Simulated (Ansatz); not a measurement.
C$_{2}$H$_{12}$GaNSi (`[CH3][GaH-]([CH3])[NH2+][SiH3]`), 17 atoms. The species carries charge 0 and has multiplicity 1. Correlated methods include outer-core shells of Ga, which these sets cover unevenly. Scalar relativity is left out up to krypton. All runs use 8 threads of an Intel Xeon on a shared host. Correlated methods freeze the cores.

(1) How many basis functions does each run have, and how long does it take in Ansatz? RKS ωB97X-V/def2-TZVPP energy; RKS PBE0-D4/def2-TZVP relaxation (7 steps); RHF-MP2/def2-TZVPP energy; RHF-MP2/def2-QZVPP energy; RKS B2PLYP (frozen core)/def2-TZVPP energy; RKS ωB97M-V/def2-SVP energy; RKS PBE0-D4/def2-QZVPP energy; RKS ωB97M-V/def2-QZVPP energy; RKS PBE0-D4/def2-SVP energy; RKS r2SCAN0-D4/def2-TZVPP energy; direct RPA on PBE orbitals/def2-TZVPP energy; RHF-CCSD(T)/def2-SVP energy. (An estimate is asked.)

## Answers

(1) Ansatz gave: Other jobs shared the machine, so times are rough.

```tsv
level	job	functions	wall time	peak host memory (GiB)
RKS PBE0-D4/def2-SVP	energy	152	2.9 s	0.52
RKS ωB97M-V/def2-SVP	energy	152	7.5 s	0.7
RHF-MP2/def2-TZVPP	energy	351	11 s	1.3
RKS r2SCAN0-D4/def2-TZVPP	energy	351	13 s	1.4
RKS B2PLYP (frozen core)/def2-TZVPP	energy	351	14 s	1.3
RKS ωB97X-V/def2-TZVPP	energy	351	16 s	1.7
direct RPA on PBE orbitals/def2-TZVPP	energy	351	16 s	1.3
RHF-CCSD(T)/def2-SVP	energy	152	23 s	1.4
RKS PBE0-D4/def2-QZVPP	energy	690	25 s	4.2
RKS ωB97M-V/def2-QZVPP	energy	690	47 s	5
RKS PBE0-D4/def2-TZVP	relaxation (7 steps)	250	58 s	0.94
RHF-MP2/def2-QZVPP	energy	690	68 s	7.3
```
